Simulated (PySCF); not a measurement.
PySCF input file for C2H6F2Si, SMILES C[Si@H](F)CF, ωB97X-D3(BJ)/def2-SVP. The structure is a stationary point at ωB97X-D3(BJ)/def2-SVP. The structure was generated by enumeration; whether it is a known compound was not checked. Other conformers were not sampled.

```python
import numpy as np
from pyscf import gto, scf, dft, df
from pyscf.hessian import thermo

mol = gto.M(
    atom='''
    C     1.94910627   -0.55585193   -0.65468930
    Si    0.38394281    0.34862101   -0.20085915
    F     0.55467284    0.96022665    1.30422860
    C    -1.07942367   -0.84520560   -0.18624877
    F    -2.26835448   -0.15246751    0.00036429
    H     2.81953432    0.11623306   -0.59394580
    H     1.89458015   -0.94690235   -1.68392142
    H     2.12709239   -1.40334094    0.02665284
    H     0.09244120    1.48699663   -1.11045733
    H    -1.13478827   -1.40212061   -1.14097295
    H    -0.96901978   -1.59504703    0.61896530
    ''',
    basis='def2-SVP',
    charge=0,
    spin=0,
    max_memory=1600,
    verbose=3,
)
mf = dft.RKS(mol, xc='wb97x-d3bj').density_fit(auxbasis='def2-universal-jkfit')
mf.grids.level = 3
mf.conv_tol = 1e-11
mf.max_cycle = 100
mf.kernel()

# [left out here: the lines that compute and print the analytic Hessian (its translational invariance restored by hand, since the grid's response is missing), thermochemistry and intensities]
```

Log of the run:

```
converged SCF energy = -568.836815701861

WARN: DFTD3 does not support analytical Hessian, using finite difference


WARN: Mole.unit (angstrom) is changed to Bohr

Mode                                 0                   1                   2
Irrep
Freq [cm^-1]                       80.7547            134.8234            146.6916
Reduced mass [au]                   3.9179              2.2935              1.2519
Force const [Dyne/A]                0.0151              0.0246              0.0159
Char temp [K]                     116.1881            193.9808            211.0565
Normal mode                   x     y     z       x     y     z       x     y     z
       0   C                -0.04  0.02 -0.06    0.07  0.09 -0.02   -0.04 -0.04  0.01
       1  Si                -0.01  0.01  0.04   -0.01 -0.06 -0.01    0.00  0.03  0.02
       2   F                 0.09  0.01  0.03   -0.05 -0.05 -0.01    0.04  0.01  0.02
       3   C                 0.00 -0.01  0.11   -0.02 -0.04  0.05    0.01  0.03 -0.05
       4   F                -0.04 -0.02 -0.13    0.04  0.10 -0.01   -0.02 -0.05 -0.01
       5   H                -0.03  0.01 -0.08   -0.04  0.25 -0.27   -0.05  0.03 -0.47
       6   H                -0.09  0.05 -0.07    0.00 -0.14  0.07   -0.26 -0.47  0.18
       7   H                -0.00 -0.01 -0.10    0.30  0.26  0.14    0.16  0.25  0.32
       8   H                -0.08  0.00  0.06   -0.09 -0.08 -0.02    0.03  0.05  0.03
       9   H                 0.11 -0.18  0.20   -0.08 -0.11  0.10    0.04  0.11 -0.11
      10   H                -0.06  0.12  0.25   -0.09  0.02  0.12    0.03 -0.05 -0.12
Mode                                 3                   4                   5
Irrep
Freq [cm^-1]                      220.3789            256.9498            326.2785
Reduced mass [au]                   3.6343              2.9413              4.3697
Force const [Dyne/A]                0.1040              0.1144              0.2741
Char temp [K]                     317.0762            369.6936            469.4421
Normal mode                   x     y     z       x     y     z       x     y     z
       0   C                 0.05  0.07  0.09   -0.00 -0.01  0.05    0.09 -0.01 -0.05
       1  Si                -0.03 -0.02 -0.02    0.01  0.07 -0.08    0.08 -0.02  0.01
       2   F                 0.13 -0.02 -0.04   -0.02 -0.11 -0.00   -0.05  0.01  0.01
       3   C                -0.07  0.01 -0.03    0.03  0.05  0.06   -0.05  0.08  0.03
       4   F                -0.08 -0.02  0.01   -0.02 -0.02  0.01   -0.12 -0.04  0.01
       5   H                -0.04  0.18  0.22    0.03 -0.06  0.08    0.04  0.06 -0.11
       6   H                 0.26  0.04  0.09    0.09 -0.12  0.09    0.03  0.05 -0.07
       7   H                 0.06  0.11  0.14   -0.13  0.06  0.16    0.24 -0.04 -0.12
       8   H                -0.06 -0.02 -0.02    0.07  0.13 -0.02    0.25 -0.02 -0.05
       9   H                -0.07  0.07 -0.07    0.00 -0.17  0.20   -0.03  0.04  0.05
      10   H                -0.08 -0.05 -0.08    0.15  0.23  0.22   -0.01  0.10  0.04
Mode                                 6                   7                   8
Irrep
Freq [cm^-1]                      625.3656            676.4222            717.7087
Reduced mass [au]                   1.6971              1.5994              1.8079
Force const [Dyne/A]                0.3911              0.4312              0.5487
Char temp [K]                     899.7619            973.2209           1032.6230
Normal mode                   x     y     z       x     y     z       x     y     z
       0   C                 0.11 -0.00 -0.05   -0.01  0.02  0.04    0.06 -0.10 -0.08
       1  Si                 0.02  0.04 -0.01    0.01  0.02 -0.00   -0.07  0.00  0.01
       2   F                -0.01  0.02  0.03    0.03  0.02  0.02   -0.00  0.04  0.04
       3   C                -0.06 -0.09  0.01   -0.07 -0.11 -0.10    0.01  0.02 -0.04
       4   F                -0.03  0.01  0.00    0.01  0.01  0.02    0.02 -0.00  0.00
       5   H                 0.33 -0.30 -0.02    0.00  0.01 -0.08   -0.13  0.13  0.12
       6   H                 0.09 -0.19  0.02   -0.21  0.12  0.01    0.49 -0.19 -0.07
       7   H                -0.25  0.02  0.08    0.09 -0.06 -0.09    0.20  0.03  0.05
       8   H                -0.39  0.05  0.13    0.35  0.16  0.06    0.07  0.21  0.23
       9   H                -0.13 -0.05 -0.02   -0.31 -0.44  0.11   -0.01 -0.10  0.04
      10   H                -0.18 -0.14 -0.02    0.07  0.17  0.15    0.14  0.14  0.06
Mode                                 9                  10                  11
Irrep
Freq [cm^-1]                      774.1812            795.8064            856.3050
Reduced mass [au]                   1.9391              1.7449              2.0574
Force const [Dyne/A]                0.6848              0.6511              0.8889
Char temp [K]                    1113.8743           1144.9882           1232.0323
[...]
       4   F                -0.00  0.00 -0.04    0.00 -0.00  0.00    0.01  0.02  0.00
       5   H                 0.00 -0.01  0.02    0.26 -0.39 -0.16    0.00 -0.01 -0.00
       6   H                 0.01 -0.01  0.00    0.47 -0.17  0.09   -0.00  0.01 -0.00
       7   H                 0.01  0.01  0.00    0.41 -0.09 -0.28    0.00  0.01  0.01
       8   H                -0.02 -0.04 -0.02   -0.02 -0.01  0.02   -0.06 -0.00 -0.01
       9   H                -0.64  0.19  0.01   -0.01  0.00  0.00    0.54  0.17 -0.17
      10   H                 0.63 -0.17 -0.15   -0.02  0.00  0.00    0.56  0.14  0.10
Mode                                18                  19                  20
Irrep
Freq [cm^-1]                     1437.2889           1442.0771           1459.6001
Reduced mass [au]                   1.0477              1.0485              1.0751
Force const [Dyne/A]                1.2752              1.2847              1.3494
Char temp [K]                    2067.9388           2074.8278           2100.0396
Normal mode                   x     y     z       x     y     z       x     y     z
       0   C                 0.03  0.05 -0.01    0.02 -0.00  0.05    0.00  0.00  0.00
       1  Si                 0.00  0.01 -0.00    0.00  0.00  0.01    0.00  0.00  0.00
       2   F                -0.00 -0.00  0.00   -0.00  0.00 -0.00   -0.00 -0.00  0.00
       3   C                 0.00 -0.01 -0.00    0.00 -0.01 -0.00   -0.04  0.06  0.01
       4   F                 0.00 -0.00  0.00    0.00 -0.00 -0.00   -0.00  0.01  0.00
       5   H                -0.14  0.22  0.31   -0.15  0.27 -0.61   -0.02  0.03 -0.04
       6   H                -0.21 -0.62  0.26    0.37  0.01  0.02    0.02 -0.04  0.02
       7   H                -0.02 -0.32 -0.44   -0.48 -0.28 -0.18   -0.04 -0.04 -0.04
       8   H                -0.02 -0.01 -0.01    0.00 -0.02 -0.01   -0.01 -0.01 -0.01
       9   H                -0.00  0.03 -0.02   -0.04  0.05 -0.03    0.25 -0.54  0.32
      10   H                -0.01  0.03  0.03    0.01  0.04  0.04    0.18 -0.45 -0.47
Mode                                21                  22                  23
Irrep
Freq [cm^-1]                     2288.7189           3050.7727           3068.5833
Reduced mass [au]                   1.0414              1.0587              1.0375
Force const [Dyne/A]                3.2139              5.8056              5.7557
Char temp [K]                    3292.9569           4389.3827           4415.0081
Normal mode                   x     y     z       x     y     z       x     y     z
       0   C                -0.00  0.00  0.00   -0.00  0.00  0.00   -0.04  0.03  0.01
       1  Si                 0.01 -0.03  0.02    0.00  0.00 -0.00    0.00 -0.00 -0.00
       2   F                 0.00 -0.00  0.00   -0.00  0.00 -0.00    0.00  0.00  0.00
       3   C                 0.00 -0.00 -0.00   -0.00 -0.06 -0.02    0.00  0.00  0.00
       4   F                -0.00  0.00 -0.00    0.00 -0.00 -0.00   -0.00  0.00  0.00
       5   H                -0.00 -0.00 -0.00    0.02  0.02  0.00    0.41  0.33  0.03
       6   H                 0.00 -0.00  0.00   -0.00 -0.01 -0.04   -0.04 -0.21 -0.56
       7   H                 0.00 -0.00 -0.00    0.00 -0.02  0.02    0.08 -0.44  0.36
       8   H                -0.19  0.75 -0.60   -0.00  0.00  0.00   -0.00  0.00 -0.00
       9   H                -0.01 -0.00  0.00    0.04  0.36  0.65   -0.00 -0.02 -0.03
      10   H                -0.00 -0.01  0.00   -0.06  0.41 -0.46    0.00 -0.03  0.03
Mode                                24                  25                  26
Irrep
Freq [cm^-1]                     3111.2852           3169.2036           3176.1579
Reduced mass [au]                   1.1058              1.1027              1.1029
Force const [Dyne/A]                6.3070              6.5253              6.5551
Char temp [K]                    4476.4467           4559.7783           4569.7841
Normal mode                   x     y     z       x     y     z       x     y     z
       0   C                -0.00  0.00 -0.00    0.02 -0.01  0.09    0.04  0.08 -0.01
       1  Si                 0.00 -0.00  0.00    0.00 -0.00  0.00    0.00  0.00 -0.00
       2   F                -0.00 -0.00 -0.00    0.00 -0.00 -0.00   -0.00 -0.00 -0.00
       3   C                 0.01 -0.02  0.09    0.00  0.00  0.00   -0.00  0.00 -0.00
       4   F                 0.00  0.00 -0.00   -0.00 -0.00 -0.00   -0.00 -0.00  0.00
       5   H                 0.00  0.00 -0.00   -0.15 -0.12  0.00   -0.62 -0.47 -0.04
       6   H                 0.00  0.00  0.01   -0.03 -0.26 -0.67   -0.00 -0.06 -0.20
       7   H                 0.00 -0.01  0.01   -0.09  0.46 -0.35    0.09 -0.38  0.31
       8   H                 0.00  0.00 -0.00   -0.00  0.00 -0.00    0.00 -0.00  0.00
       9   H                -0.05 -0.31 -0.51   -0.00 -0.01 -0.01   -0.00 -0.00 -0.00
      10   H                -0.06  0.50 -0.53   -0.00  0.01 -0.01    0.00 -0.00  0.00
temperature 298.1500 [K]
pressure 101325.00 [Pa]
Rotational constants [GHz] 5.88498 2.50591 1.94939
Symmetry number 1
Zero-point energy (ZPE) 0.07893 [Eh]   207226.944 [J/mol]
                           tot       elec      trans        rot        vib
Entropy [J/mol/K]       346.765      0.000    165.691    112.200     68.875
Cv [J/mol/K]             98.085      0.000     12.472     12.472     73.142
Cp [J/mol/K]            106.400      0.000     20.786     12.472     73.142
Internal energy [J/mol]                      3718.434   3718.434 218430.228
Internal energy [Eh]   -568.75079  -568.83682
Enthalpy [J/mol]                             6197.391   3718.434 218430.228
Enthalpy [Eh]          -568.74984
Gibbs free energy [J/mol]                  -43203.281 -29733.942 197895.263
Gibbs free energy [Eh] -568.78922
static polarisability / bohr^3: [[45.482 -0.362 -0.962]
 [-0.364 42.591 -0.759]
 [-0.962 -0.756 39.082]]
largest difference of analytic and finite-field dipole derivatives / e: 0.0006055436576422046
mode   freq/cm-1   IR/(km/mol)   Raman/(A^4/amu)   depolarisation
   1       80.75         3.544             0.041            0.701
   2      134.82         1.923             0.216            0.750
   3      146.69         0.842             0.114            0.742
   4      220.38         2.963             1.117            0.647
   5      256.95        10.955             0.403            0.736
   6      326.28        10.424             2.416            0.432
   7      625.37        12.820             8.654            0.147
   8      676.42        17.104             5.596            0.545
   9      717.71        19.951             5.217            0.403
  10      774.18        78.121             3.560            0.318
  11      795.81        23.535             5.293            0.573
  12      856.31        12.648             6.637            0.749
  13      895.23       159.735             5.749            0.748
  14      955.83       195.283             2.209            0.658
  15     1101.28        64.211             4.240            0.747
  16     1251.43         4.236             9.951            0.749
  17     1291.94        40.557             0.948            0.276
  18     1334.57         3.165             1.492            0.187
  19     1437.29         2.725            10.078            0.747
  20     1442.08         5.936            11.567            0.749
  21     1459.60         5.770            12.736            0.741
  22     2288.72       131.648           122.680            0.199
  23     3050.77        16.134            95.675            0.103
  24     3068.58         0.960           132.433            0.005
  25     3111.29        17.908            69.599            0.726
  26     3169.20         2.956            67.871            0.743
  27     3176.16         1.341            82.670            0.734
max |gradient| / (hartree/bohr): 0.00012105190807635316
APT charges: [-0.4168  1.5985 -0.6576  0.204  -0.4906  0.0365  0.036   0.0316 -0.2991
 -0.0205 -0.022 ]
```

Self-consistency was reached.

Cost: about 5 core-minutes (a rough figure).
